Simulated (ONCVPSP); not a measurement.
La (Z = 57): ONCV pseudisation with LDA (Perdew-Wang 92), scalar-relativistic reference atom.

```json
{"Element": "La", "Generator": "ONCVPSP 4.0.1", "Type": "optimised norm-conserving Vanderbilt (ONCV)", "Functional": "LDA (Perdew-Wang 92)", "Relativity": "scalar-relativistic", "Frozen core": "[Kr] 4d10", "Valence charge": "11", "Reference configuration": "5s2 5p6 5d1 6s1 (charge +1)", "Partial waves": "5s+6s: rc 2.35 bohr, ncon 4, nbas 8, qcut 4.9 1/bohr, 2 projectors; 5p: rc 2.20 bohr, ncon 4, nbas 8, qcut 6.6 1/bohr, 2 projectors, debl 3.6 Ha; 5d: rc 3.25 bohr, ncon 4, nbas 9, qcut 5.4 1/bohr, 2 projectors, debl 2 Ha; f scattering state at 0.23 Ha: rc 3.30 bohr, ncon 4, nbas 7, qcut 3.1 1/bohr, 2 projectors, debl 0.7 Ha", "Local potential": "polynomial inside 1.65 bohr (lpopt 5, dvloc0 6 Ha)", "Core correction": "polynomial model core, fcfact 0.35"}
```

In the f channel the program set the typed energies aside and used -0.385, 0.315 Ha.

Problem. Does the generator finish with these settings?

Solution. Yes, a potential is produced and its reference levels are reproduced.

Problem. Estimate the cutoffs (Ha) at which the residual kinetic energy of the hardest occupied pseudo-wave falls to 1 and 0.1 mHa per electron.

Solution. 13 Ha and 16 Ha.

Problem. Does the potential have ghost states?

Solution. No bound ghost flagged; GHOST(+) flagged for s at 160.8 eV.

Problem. Which valence shell sets the plane-wave cutoff?

Solution. 5p: 13 Ha for 1 mHa per electron, against 9 Ha for 5s.

Problem. Tests: 5s2 5p6 5d1 6s2; 5s2 5p6 5d1 6s0; 5s2 5p6 5d0 6s0; 4f1 5s2 5p6 5d1 6s0. Which has the largest error in its energy relative to the reference configuration, and how large is it?

Solution. 4f1 5s2 5p6 5d1 6s0, with +1921 meV (all-electron minus pseudo) on +0.90 eV.
